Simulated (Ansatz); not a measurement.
Mulliken charges of `C[O][Ti]([Cl])([Cl])[Cl]` from ωB97M-V/def2-TZVPP in Ansatz (PBE0-D4/def2-TZVP geometry).

```tsv
atom	x (Å)	y (Å)	z (Å)	charge (e)
C1	0.276	-1.395	0.847	-0.174
O2	0.051	-0.221	0.129	-0.500
Ti3	-0.226	1.227	-0.755	0.804
Cl4	-1.894	0.896	-2.131	-0.180
Cl5	1.590	1.723	-1.869	-0.180
Cl6	-0.712	2.825	0.657	-0.180
H7	1.297	-1.740	0.669	0.136
H8	-0.431	-2.161	0.522	0.136
H9	0.138	-1.200	1.914	0.136
```

Question: By hand: the dipole of these point charges (1 e Å = 4.8032 D).

Answer: Σ q r = (0.064, -0.334, 0.205) e Å, of length 0.397 e Å = 1.91 D.

Question: How does the dipole of the full density compare? (An estimate is asked.)

Answer: Ansatz gave: (0.124, -0.645, 0.395) e Å, 3.68 D; the point charges give 0.52 times that, at 0° from its direction.

Point charges leave out the atoms' own dipoles, such as those of lone pairs, and Mulliken's split depends on the basis, so the two needn't agree.
